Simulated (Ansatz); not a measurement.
A geometry relaxed with B3LYP-D3(BJ)/def2-TZVP run with Ansatz (a program for electronic structure), charge 0, multiplicity 2:

```xyz
4

F      1.3366    -0.6294    -0.1324
H     -0.1029     1.4045    -0.1701
Si    -0.0020     0.0417     0.4283
F     -1.2318    -0.8168    -0.1259
```

Task: Write the SMILES of this molecule.

Result: `F[SiH]F`
